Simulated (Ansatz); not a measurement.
Frontier orbitals of CH7BSSi.

```
atom   x (Å)   y (Å)   z (Å)
  B1   0.446  -0.400   1.387
  C2   1.453  -0.110   0.238
  S3   0.192   1.251   0.158
 Si4  -1.308   0.335  -1.099
  H5  -0.449  -1.176   1.192
  H6   0.680  -0.013   2.493
  H7   2.410   0.359   0.448
  H8   1.465  -0.685  -0.683
  H9  -0.837  -1.024  -1.451
 H10  -1.462   1.163  -2.322
 H11  -2.591   0.299  -0.360
```

Total charge 0; spin multiplicity 1. The bonds changed during the relaxation, so this is another structure than the one it started from. The structure was optimised at the PBE0-D4/def2-TZVP level. It is one conformer, not always the lowest. Basis def2-TZVPP, the Gaussian-basis code of Ansatz.

| functional | HOMO (eV) | LUMO (eV) | gap (eV) |
| --- | --- | --- | --- |
| LDA (SPW92) | -6.87 | -1.55 | 5.32 |
| PBE | -6.75 | -1.33 | 5.42 |
| BLYP | -6.58 | -1.18 | 5.40 |
| r2SCAN | -6.99 | -1.03 | 5.96 |
| B97M-V | -7.11 | -1.13 | 5.98 |
| PBE0 | -7.90 | -0.36 | 7.54 |
| ωB97M-V | -10.03 | 1.45 | 11.48 |

From PBE to PBE0 the HOMO moves by −1.15 eV and the LUMO by +0.96 eV, and with ωB97M-V by −3.28 and +2.78 eV, so the gap grows from 5.42 to 11.49 eV with exact exchange. A positive LUMO is unbound and depends on the basis.
